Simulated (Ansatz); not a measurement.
Ansatz (a quantum-chemistry and plane-wave program) was given this input:
Ansatz 0.2 input:
```yaml
crystal:
  periodic: [false, false, false]
  atoms:
    - {symbol: F, position_ang: [1.38558041, 0.00209355, -0.17468189]}
    - {symbol: S, position_ang: [-0.04072101, -0.02695107, 0.48598254]}
    - {symbol: F, position_ang: [-0.65005031, 1.20423314, -0.27858276]}
    - {symbol: F, position_ang: [-0.66313718, -1.15841368, -0.41070430]}
basis:
  gaussian:
    orbitals: def2-QZVPP.json
hamiltonian:
  xc: hf
total_charge: 1
```
The basis file holds def2-QZVPP in the JSON format of the Basis Set Exchange.

Give the total energy at the level HF/def2-QZVPP in Ansatz.

-695.6202 Eh

Give the number of basis functions at the level HF/def2-QZVPP.

241
